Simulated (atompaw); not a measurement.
**What one change does to a pseudopotential (magnesium (Mg), PAW (atompaw))**

atompaw 4.2.0.5 input, output lines left out:

```
Mg 12
LDA-PW scalarrelativistic loggrid 1500 logderivrange -2 5 176
3 3 0 0 0 0
3 0 1.5
3 1 0.5
0 0 0
c
c
v
c
v
2
2.60 2.20 1.90 2.00
y
3.65
n
y
0.3
n
y
-0.05
n
custom polynom vanderbiltortho gaussian
3 1 ultrasoft
2.60
2.40
2.60
2.60
2.60
```

All-electron outer shells of the reference configuration (LDA (PW92), scalar-relativistic, ld1.x):

| shell | level (eV) | outermost node (bohr) | outermost maximum (bohr) |
| --- | --- | --- | --- |
| 2s | -80.37 | 0.18 | 0.55 |
| 2p | -47.79 | – | 0.48 |
| 3s | -5.31 | 0.90 | 2.47 |
| 3p | -1.79 | 0.95 | 3.41 |

Change: local potential bessel scheme, radius 1.90 bohr.

Cutoffs: the cutoffs (Ry, on a coarse ladder) from which the occupation-weighted sum of valence levels, in a spherical-Bessel basis at the reference potential, stays within 10 and 1 mRy of its value at 400 Ry; they do not see the model core or the augmentation charge, which bear on the density cutoff.

Problem. What does the change do?

Solution. Both files are so soft that the ladder of cutoffs tells neither apart; the range in which the d phases agree widens (upper end 0.8 → 3.0); neither file shows a bound ghost.

| quantity | base | changed |
| --- | --- | --- |
| cutoff, loose | 6 Ry | 6 Ry |
| cutoff, tight | 8 Ry | 8 Ry |
| bound ghosts | none | none |
| s: phases at 2.61 bohr within 0.05 rad from the reference energy up to (Ry; the scan ends near 5) | to the end of the scan | 4.6 |
| p: phases at 2.61 bohr within 0.05 rad from the reference energy up to (Ry; the scan ends near 5) | 2.2 | 2.8 |
| d: phases at 2.61 bohr within 0.05 rad from the reference energy up to (Ry; the scan ends near 5) | 0.8 | 3.0 |
| lowest overlap eigenvalue by channel | s 0.18, p 0.74, d 1.00 | s 0.25, p 0.74, d 1.00 |

 The cutoffs see the waves, projectors and local potential, not the compensation charge or the core.
